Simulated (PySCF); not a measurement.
C2H7BOS, SMILES CSB(O)C. Atoms are numbered in the order given.

```xyz
12

B      0.2148     0.2180     0.7284
C      0.2941    -0.3323     2.2102
H     -0.0604    -1.3763     2.3121
H     -0.3145     0.2967     2.8963
H      1.3393    -0.2949     2.5880
O      0.6035     1.4868     0.3684
H      0.9291     1.9954     1.1324
S     -0.4208    -0.8696    -0.5772
C     -0.3194     0.1875    -2.0686
H     -0.9381     1.0961    -1.9469
H     -0.6992    -0.4072    -2.9198
H      0.7268     0.4877    -2.2650
```
Charge 0, spin multiplicity 1.

The structure is a stationary point at PBE-D3(BJ)/def2-SVP. Other conformers were not sampled.

Two levels are set side by side: PBE/pcSseg-1 (PySCF) and HF/pcSseg-1 (PySCF). GIAO shifts against BF3 (¹¹B), H2O (¹⁷O), H2S (³³S), TMS (¹H), TMS (¹³C) at the same level; non-relativistic, no solvent, atoms listed together averaged. Differences are taken from unrounded values.

```json
[
 {"quantity": "δ(¹¹B) of B1 (ppm)", "HF": "40.0", "PBE": "37.9", "PBE minus HF": "-2.1"},
 {"quantity": "δ(¹³C) of C2 (ppm)", "HF": "8.1", "PBE": "7.6", "PBE minus HF": "-0.5"},
 {"quantity": "δ(¹⁷O) of O6 (ppm)", "HF": "133.9", "PBE": "179.3", "PBE minus HF": "45.4"},
 {"quantity": "δ(¹H) of H7 (ppm)", "HF": "5.01", "PBE": "5.24", "PBE minus HF": "0.23"},
 {"quantity": "δ(³³S) of S8 (ppm)", "HF": "112.7", "PBE": "194.6", "PBE minus HF": "81.9"},
 {"quantity": "δ(¹³C) of C9 (ppm)", "HF": "16.1", "PBE": "18.7", "PBE minus HF": "2.6"}
]
```

Rough cost on one machine, each run with all the roots and properties that it gave: HF against PBE within a factor of 2.
